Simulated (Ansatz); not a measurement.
MoO2Br2 (MoBr₂O₂). Total charge 0; singlet. Geometry B3LYP-D4/def2-SVP.

Cartesian coordinates in Å:
```
Mo 0.104 0.083 -0.054
O 1.652 0.272 0.554
O -0.009 1.049 -1.417
Br -1.504 0.822 1.592
Br -0.242 -2.227 -0.674
```

In the def2 sets Mo takes a core potential; there is no spin–orbit coupling. The restricted singlet is unstable towards broken spin symmetry in Hartree–Fock (as tested in another run); at PBE-D4/def2-SVP, BLYP-D4/def2-TZVP, PBE0-D4/def2-TZVP, BHLYP-D4/def2-TZVP this wasn't settled.

(1) Estimate the orbital energies around the gap (eV) in Ansatz with PBE-D4/def2-SVP, PBE-D4/def2-TZVP, BLYP-D4/def2-TZVP, PBE0-D4/def2-TZVP, BHLYP-D4/def2-TZVP.

## Answers

(1) 
```csv
orbital,PBE-D4/def2-SVP,PBE-D4/def2-TZVP,BLYP-D4/def2-TZVP,PBE0-D4/def2-TZVP,BHLYP-D4/def2-TZVP
HOMO−13,-19.92,-19.93,-19.80,-22.27,-24.49
HOMO−12,-19.81,-19.83,-19.70,-22.15,-24.35
HOMO−11,-11.35,-11.36,-11.18,-13.29,-15.05
HOMO−10,-11.14,-11.16,-11.00,-13.03,-14.77
HOMO−9,-10.86,-10.85,-10.67,-12.57,-14.08
HOMO−8,-10.67,-10.66,-10.49,-12.29,-13.75
HOMO−7,-10.25,-10.26,-10.09,-11.92,-13.47
HOMO−6,-9.79,-9.79,-9.60,-11.23,-12.46
HOMO−5,-9.11,-9.11,-8.94,-10.49,-11.73
HOMO−4,-8.43,-8.48,-8.34,-10.13,-11.71
HOMO−3,-8.42,-8.48,-8.32,-9.85,-11.06
HOMO−2,-8.01,-8.07,-7.91,-9.46,-10.66
HOMO−1,-7.94,-8.00,-7.83,-9.32,-10.47
HOMO,-7.92,-7.98,-7.81,-9.24,-10.33
LUMO,-4.52,-4.57,-4.46,-4.00,-3.27
LUMO+1,-3.88,-3.95,-3.83,-3.24,-2.36
LUMO+2,-3.60,-3.62,-3.52,-2.96,-2.18
LUMO+3,-2.18,-2.23,-2.14,-1.52,-0.68
LUMO+4,-1.50,-1.59,-1.51,-0.88,-0.10
LUMO+5,-0.61,-0.72,-0.70,-0.08,0.41
```
